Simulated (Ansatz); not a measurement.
A made-up structure of LiBSiH$_{3}$O, doublet:

```
7
angstrom
Li -1.7339 2.3554 -1.2462
O -1.0034 0.9001 -1.0649
Si 0.8293 -0.4440 1.1015
B -0.1617 -0.3274 -0.5212
H -0.2078 -1.2120 -1.2546
H 0.9002 0.6358 2.0209
H 1.5074 -1.6623 1.3703
```

It is relaxed with PBE-D4/def2-SVP and then PBE0-D4/def2-TZVP (Ansatz 0.2.0). Atoms count as bonded within 1.22 times the sum of their covalent radii (H–H: 0.88 Å). The end point is not checked to be a true minimum.

Question: Does its bonding change? (Judge from chemistry; the calculation decides.)

Answer: Computed: No: no bond forms or breaks.

Where it ends: The first stage lowers the energy by 1.28 eV in 10 steps. It ends as LiBSiH₃O ([Li][O][BH][SiH2]):
```
7
angstrom
Li -1.6198 2.2857 -1.2068
O -0.9064 0.8444 -0.9404
Si 0.6173 -0.5035 1.1561
B -0.2918 -0.2731 -0.6388
H -0.2499 -1.2344 -1.3854
H 0.9331 0.6814 2.0153
H 1.6477 -1.5551 1.4059
```

Labels in which every atom is bracketed show which atoms are joined, not bond orders.

For scale, one of the runs: PBE0-D4/def2-TZVP relaxation, 131 basis functions, launched by `ansatz run in.yaml --threads 2 --pin off --events-out ev --progress --plain --max-ram 4352MiB`. Hardware: 2 CPU threads of an Arm Neoverse V2, shared host. Wall time about 80 s.
